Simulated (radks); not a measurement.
All-electron atom: Zr V in [Ar] 3d8 4s2 4p6 4f2 (not the ground configuration). Method: Dirac Kohn-Sham, PBEsol, spin-unpolarised, spherical densities, finite nucleus; open shells are shared between the two j in proportion to 2j + 1; Fermi nuclear charge, rms radius 4.2694 fm; computed with a radial shooting solver on a logarithmic mesh with Libxc functionals.

Normalised radial functions P(r) = r R(r) (large component), r in bohr:

```
   r/bohr * 3d3/2, o 4p1/2, + 4d5/2 (the largest magnitude, 1.51, reaches the edge; | marks zero, & curves that meet)
 0.002911                             &
 0.004449                             &
 0.006744                             &
  0.01031                             &o
  0.01562                             &o
  0.02387                             & o
  0.03618                             +*  o
  0.05529                             |+*   o
  0.08382                             | +  * o
   0.1281                             |   &       *
   0.1942                          o  |      +            *
   0.2967                   o         |       +                  *
   0.4497                       o     |   +                    *
   0.6872                       +     |        o    *
    1.042              +              |   *              o
    1.592              +              |*          o
    2.413                      +      *  o
    3.687                            +&
    5.589                             &
    8.541                             &
```

3d3/2: eigenvalue -272.29 eV, 0 radial nodes, <r> = 0.431 bohr, 90 % of the charge inside 0.686 bohr. 4p1/2: eigenvalue -91.888 eV, 2 radial nodes at r = 0.166, 0.538 bohr, <r> = 1.19 bohr, 90 % of the charge inside 1.74 bohr. 4d5/2 (empty): eigenvalue -53.173 eV, 1 radial node at r = 0.542 bohr, <r> = 1.46 bohr, 90 % of the charge inside 2.20 bohr.
